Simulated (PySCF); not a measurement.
# Working out the ionisation energy of Cu¹⁷⁺

Cu¹⁷⁺ [Ne] 3s2 (1S) → Cu¹⁸⁺ [Ne] 3s1 (2S). Computed with PySCF 2.14 in an even-tempered Gaussian basis (18 s from 1.5 bohr⁻², ratio 2.5; 11 p from 2 bohr⁻², ratio 2.5; 5 d from 7.9 bohr⁻², ratio 2.7; 4 f from 12 bohr⁻², ratio 2.7), with scalar relativity by spin-free X2C-1e. Frozen: 1s2; the 19 highest virtual orbitals dropped. Energies in hartree (1 hartree = 27.21139 eV):

```csv
part,Cu¹⁷⁺ (lower),Cu¹⁸⁺ (upper)
UHF,-1504.683016,-1481.584706
MP2 opposite-spin,-0.311494,-0.230258
MP2 same-spin,-0.094342,-0.084855
```

Q: What does Hartree-Fock give?

A: (-1481.584706) − (-1504.683016) = 23.098310 hartree = 628.537 eV.

Q: What do MP2 and SCS-MP2 (6/5 opposite-spin, 1/3 same-spin) give?

A: The opposite-spin parts differ by 2.211 eV and the same-spin parts by 0.258 eV. MP2: 628.537 + (2.211) + (0.258) = 631.006 eV. SCS-MP2: 628.537 + 1.2 × (2.211) + (0.258)/3 = 631.276 eV.

A first-order spin-orbit estimate adds 0.000 eV to MP2 (outer shells), giving 631.006 eV against 632.5 ± 0.6 eV (semi-empirical (NIST evaluation); NIST Atomic Spectra Database, ionization energies).

What remains against the reference includes basis incompleteness, the frozen core and correlation beyond second order.
